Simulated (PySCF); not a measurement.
PBE on Xe⁺ (xenon, charge +1), [Kr] 4d10 5s1 5p5 6s1, high-spin 4P determinant (an excited configuration). All numbers are calculated (PySCF 2.14, a scalar-relativistic core potential, in aug-cc-pwCVDZ-PP with ECP28MDF).

```
cycle= 1 E= -327.997673310588  delta_E= -0.0133  |g|= 0.0424  |ddm|= 1.56
cycle= 2 E= -327.998690251412  delta_E= -0.00102  |g|= 0.0279  |ddm|= 0.353
cycle= 3 E= -327.999057339678  delta_E= -0.000367  |g|= 0.00759  |ddm|= 0.177
cycle= 4 E= -327.999067951094  delta_E= -1.06e-05  |g|= 0.00136  |ddm|= 0.0194
cycle= 5 E= -327.999069215987  delta_E= -1.26e-06  |g|= 7.8e-05  |ddm|= 0.00841
cycle= 6 E= -327.999069220989  delta_E= -5e-09  |g|= 6.77e-06  |ddm|= 0.000618
cycle= 7 E= -327.999069221021  delta_E= -3.26e-11  |g|= 1.79e-07  |ddm|= 4.32e-05
converged SCF energy = -327.999069221021  <S^2> = 3.750842  2S+1 = 4.000421
```

Highest occupied orbital energy: -7.332 eV; ⟨L²⟩ = 3.74; populations by l: s 3.71, p 11.00, d 10.29, f 0.00.

(1) Can this result be used?

Results:

(1) Not for this state. The calculation finished and met its thresholds. ⟨L²⟩ = 3.74 against 2 for a pure P term, so this real determinant mixes terms. Energies and moments cover only the electrons outside the core potential. The outer electron is Rydberg-like, and this basis confines it to a smaller radius and binds it less than a complete one would. The s, p, d and f populations moved away from the nominal configuration during the SCF.
